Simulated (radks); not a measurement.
Q: These are the eigenvalues of the occupied orbitals of an atom or ion with whole-number occupations (eV). Method: scalar-relativistic Kohn-Sham, r2SCAN, spin-polarised, spherical densities, finite nucleus; meta-GGA in the generalised Kohn-Sham scheme; Fermi nuclear charge, rms radius of each element as measured or else 0.836 A^(1/3) + 0.57 fm; computed with a radial shooting solver on a logarithmic mesh with Libxc functionals.

orbital  eigenvalue
1s up     -74630.03
1s down   -74623.91
2s up     -16846.58
2s down   -16843.69
2p up     -15375.73
2p down   -15370.30
3s up     -6855.203
3s down   -6833.823
3p up     -6415.377

Which element is it, and in what charge state? The configuration may be excited. Open shells, if any, are filled with parallel spins first.

A: Z = 74, tungsten, charge +61: W61+ in [Ne] 3s2 3p1. The list shows which subshells hold electrons but not how many an open one holds; the 1s level, -2742.6 hartree, gives Z - s = 74.1 by -(Z - s)^2/2, which with screening and relativity narrows Z to a few neighbours, and the depths of the outer levels then fix element, charge and occupations together.
